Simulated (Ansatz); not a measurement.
This geometry of CH4BrClSi (8 atoms, charge 0, multiplicity 1) is a first-order saddle point.

Theory: Ansatz 0.2.0, RKS LDA/def2-SVP.

```xyz
8
Properties=species:S:1:pos:R:3
Si -0.202 0.847 0.445
C 0.336 -0.785 -0.398
Cl 0.003 -2.175 0.647
Br -0.502 -0.954 -2.140
H -1.179 1.581 -0.427
H -0.820 0.529 1.777
H 1.032 1.688 0.646
H 1.425 -0.789 -0.606
```

(1) Which two structures does it join? (They come from a converged band through this point; their orientation in space is the band's.)

(2) How far does it lie above each of them?

Results:

(1) No bond is made or broken. The dihedral H5–Si1–C2–Br4 goes from -59 to 62°. The two ends are copies of one structure, up to a mirror image or an exchange of like atoms.

Image 0:

```xyz
8
Properties=species:S:1:pos:R:3
Si -0.190 0.860 0.395
C 0.333 -0.746 -0.458
Cl 1.066 -1.821 0.743
Br -1.232 -1.526 -1.298
H -0.785 1.790 -0.628
H -1.199 0.497 1.445
H 1.028 1.486 1.020
H 1.070 -0.597 -1.274
```

Image 10:

```xyz
8
Properties=species:S:1:pos:R:3
Si -0.188 0.810 0.489
C 0.318 -0.806 -0.357
Cl -0.918 -2.033 -0.039
Br 0.547 -0.454 -2.251
H -1.499 1.234 -0.106
H -0.334 0.550 1.965
H 0.875 1.847 0.248
H 1.291 -1.205 -0.006
```

(2) 0.162 eV above the first and 0.162 eV above the second. This is the barrier of this one path; another mechanism may lie lower.

The run took 47 s on 2 threads of Arm Neoverse V2, with other jobs on the host, peak memory 0.15 GiB.
